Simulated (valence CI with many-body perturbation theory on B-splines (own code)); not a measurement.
# Level structure of Pm XXX

Computed by valence CI with perturbative core correlation (CI+MBPT): four valence electrons over a frozen Dirac-Fock core [Ar] 3d10, radial functions for each j: 11 s, 11 p, 9 d, 7 f, 5 g, 2 h, 1 i, with the one-electron correlation potential Σ1 (screened to all orders), the two-electron term Σ2, the three-electron term Σ3, Breit, model QED; selected single and double excitations, second order for the rest (own B-spline code, finite nucleus).

The last digits are not significant, and no measured levels were compared; by estimate large intervals hold to a few tenths of a per cent, small ones and those within an open d or f shell to about a per cent.

Levels 46 to 67 of 67, with energies above the lowest level, (4s^2 4p1/2^2) J=0. "Leading %" is the weight of the configuration and term that name the level; weights of strongly mixed levels are sums over their largest components and can fall short. In the jj column 3d3/2^4 stands for four electrons in 3d with j = 3/2.

```csv
No.,Configuration,Term,J,E (cm⁻¹),Leading %,g,Second component,Leading jj
46,4s.4p2.4d,3G,3,1973700,57,0.873,19 % 4s.4p2.4d 1F,4s 4p1/2 4p3/2 4d3/2 (87 %)
47,4s.4p2.4d,5P,1,1978000,55,2.083,19 % 4s.4p2.4d 3P,4s 4p1/2 4p3/2 4d3/2 (87 %)
48,4s.4p2.4d,3P,2,1987000,56,1.324,10 % 4s.4p2.4d 3F,4s 4p1/2 4p3/2 4d5/2 (69 %)
49,4s.4p2.4d,3D,1,1988700,27,0.898,24 % 4s.4p2.4d 1P,4s 4p1/2 4p3/2 4d3/2 (53 %)
50,4s.4p2.4d,5D,3,1991400,35,1.286,22 % 4s.4p2.4d 3F,4s 4p1/2 4p3/2 4d5/2 (73 %)
51,4s.4p2.4d,3F,4,2034000,28,1.173,24 % 4s.4p2.4d 1G,4s 4p1/2 4p3/2 4d5/2 (62 %)
52,4s.4p2.4d,3D,1,2039100,74,0.752,8 % 4s.4p2.4d 3P,4s 4p1/2 4p3/2 4d3/2 (78 %)
53,4s.4p2.4d,3D,3,2049600,54,1.245,31 % 4s.4p2.4d 3F,4s 4p1/2 4p3/2 4d5/2 (58 %)
54,4s.4p2.4d,1G,4,2051800,31,1.099,31 % 4s.4p2.4d 3G,4s 4p1/2 4p3/2 4d5/2 (88 %)
55,4s.4p2.4d,3D,3,2054100,38,1.186,17 % 4s.4p2.4d 3F,4s 4p1/2 4p3/2 4d5/2 (81 %)
56,4s.4p2.4d,3F,2,2068500,40,0.906,12 % 4s.4p2.4d 3D,4s 4p1/2 4p3/2 4d3/2 (66 %)
57,4s.4p2.4d,3P,0,2077200,89,,6 % 4s2.4d2 3P,4s 4p1/2 4p3/2 4d3/2 (62 %)
58,4s.4p2.4d,3D,1,2078200,72,0.670,9 % 4s.4p2.4d 1P,4s 4p1/2 4p3/2 4d5/2 (85 %)
59,4s.4p2.4d,3F,3,2107500,35,1.059,29 % 4s.4p2.4d 1F,4s 4p1/2 4p3/2 4d5/2 (71 %)
60,4s.4p2.4d,3F,2,2109800,31,0.992,24 % 4s.4p2.4d 3D,4s 4p1/2 4p3/2 4d5/2 (54 %)
61,4s.4p2.4d,3P,0,2112800,57,,22 % 4s.4p2.4d 1S,4s 4p1/2 4p3/2 4d5/2 (42 %)
62,4s.4p2.4d,3P,1,2114300,43,1.452,30 % 4s.4p2.4d 3S,4s 4p1/2 4p3/2 4d5/2 (86 %)
63,4s.4p2.4d,3D,2,2119600,57,1.171,9 % 4s.4p2.4d 3P,4s 4p1/2 4p3/2 4d5/2 (78 %)
64,4s.4p2.4d,1P,1,2138400,30,1.129,25 % 4s.4p2.4d 3P,4s 4p1/2 4p3/2 4d3/2 (37 %)
65,4s.4p2.4d,3P,2,2141100,32,1.214,18 % 4s.4p2.4d 1D,4s 4p1/2 4p3/2 4d5/2 (60 %)
66,4p4,3P,0,2179200,36,,33 % 4s.4p2.4d 1S,4p3/2^4 (52 %)
67,4s.4p2.4d,3F,4,2188600,46,1.318,31 % 4s.4p2.4d 5D,4s 4p3/2^2 4d5/2 (82 %)
```

Where two levels of one J and parity lie close, their mixing, g and order are uncertain.
